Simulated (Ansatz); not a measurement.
As3⁺. Total charge 1; singlet. Geometry r2SCAN-D4/def2-TZVP, basis def2-TZVP, Ansatz.

Cartesian coordinates in Å:
```
As 0.048 -1.137 0.718
As -0.137 -0.055 -1.338
As 0.088 1.192 0.620
```

| run | HOMO (eV) | LUMO (eV) |
| --- | --- | --- |
| A | -12.11 | -9.67 |
| B | -13.33 | -9.04 |
| C | -15.39 | -6.96 |
| D | -12.63 | -9.87 |
| E | -13.08 | -9.21 |

B3LYP takes the VWN-RPA correlation. The structure comes from a short search, and lower isomers may exist.

Task: The runs used B3LYP, BLYP, PBE0, r2SCAN, ωB97X-V. Estimate which is which.

Result: A BLYP (0 % exact exchange); B PBE0 (25 % exact exchange); C ωB97X-V (range-separated); D r2SCAN (0 % exact exchange); E B3LYP (20 % exact exchange). Exact exchange lowers occupied and raises empty levels; among semilocal functionals meta-GGAs tend to open the gap a little, and such runs are hard to tell apart. The gap grows from 2.44 eV (BLYP) to 8.44 eV (ωB97X-V).
